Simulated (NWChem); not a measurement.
A series in which one site is exchanged, each optimised at PBE0/def2-SVP with NWChem, gas phase unless a solvent is named. All stand in one matching conformer (torsions within 35°), which need not be the lowest. This build's default masses of Se (78.918 u) and Br (79.917 u) are each other's, which moves their modes by up to 0.6 %. For some, no frequency run checked for a minimum. def2 effective core potentials on Cd, Te, Ba; no spin-orbit coupling.

A: [Se](Cl)S (HSeSCl; site = Se)
B: [SH][Cd][Cl] (CdHSCl; site = Cd)
C: [Cl][Ba][SH] (BaHSCl; site = Ba)
D: S[Te]Cl (HTeSCl; site = Te)

Values for A:

- orbital gap (eV), PBE0/def2-SVP: 4.74
- vertical ionisation energy, ΔSCF, B3LYP/def2-SVP (eV): 9.20
- lowest singlet excitation, B3LYP/def2-SVPD, TDA (eV): 2.99

Task: How do these values change for the other members?

Result: 
```json
[
 {"change from A": "orbital gap (eV), PBE0/def2-SVP", "B": "+0.99", "C": "-0.63", "D": "-0.59"},
 {"change from A": "vertical ionisation energy, ΔSCF, B3LYP/def2-SVP (eV)", "B": "+0.42", "C": "-0.95", "D": "-0.51"},
 {"change from A": "lowest singlet excitation, B3LYP/def2-SVPD, TDA (eV)", "B": "+1.12", "C": "+0.03", "D": "-0.41"}
]
```
